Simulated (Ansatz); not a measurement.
`C/C=[N]\[GeH3]` + `C[O][Sn]([OH])([F])[F]` → `C[O][Sn]([F])([F])[GeH3]` + `C/C=N/O`  (formal exchange of groups at a Ge–N bond)

Gas-phase electronic energies from Ansatz, PBE0-D4/def2-TZVP geometries. CBS: MP2 limit from def2 TZ/QZ plus the TZ coupled-cluster correction, frozen cores. Double bonds are as drawn, so ΔE can hold a change between cis and trans. DFT in def2-TZVPP. B3LYP here is the variant with VWN-RPA as its local correlation; programs differ in this. def2 core potentials past Kr. For Ge, Sn outer-core shells are correlated without core-valence functions, which leaves a few kJ/mol of doubt a bond. Scalar relativity is left out up to krypton. Each species was taken in one conformer, which may not be the lowest.

```
             level  ΔE (kcal/mol)  difference from CCSD(T)/CBS
            PBE-D4           18.7                         -8.9
         r2SCAN-D4           23.3                         -4.3
           PBE0-D4           21.4                         -6.2
          B3LYP-D4           22.8                         -4.8
           ωB97X-V           24.3                         -3.3
           ωB97M-V           24.4                         -3.2
            B2PLYP           25.8                         -1.8
               PBE           18.0                         -9.6
            r2SCAN           23.1                         -4.5
              PBE0           20.8                         -6.8
             B3LYP           21.6                         -6.0
     HF/def2-TZVPP           31.1                          3.5
    MP2/def2-TZVPP           30.6                          3.0
SCS-MP2/def2-TZVPP           30.3                          2.7
   CCSD/def2-TZVPP           27.8                          0.2
CCSD(T)/def2-TZVPP           27.7                          0.1
     HF/def2-QZVPP           31.7                          4.1
    MP2/def2-QZVPP           30.8                          3.2
SCS-MP2/def2-QZVPP           30.7                          3.1
      HF/CBS(def2)           31.7                          4.1
     MP2/CBS(def2)           30.6                          3.0
    CCSD/CBS(def2)           27.8                          0.2
       CCSD(T)/CBS           27.6                            0
```

Largest T1 diagnostic among the species: 0.015.

From PBE to PBE0 (25 % exact exchange), in def2-TZVPP and without D4, ΔE moves by +2.8 kcal/mol. The D4 term adds +1.1 kcal/mol with B3LYP and +0.6 kcal/mol with PBE0; it sums over pairs of atoms, weighted by their polarisabilities, and B3LYP, whose exchange is more repulsive, gets the larger term.
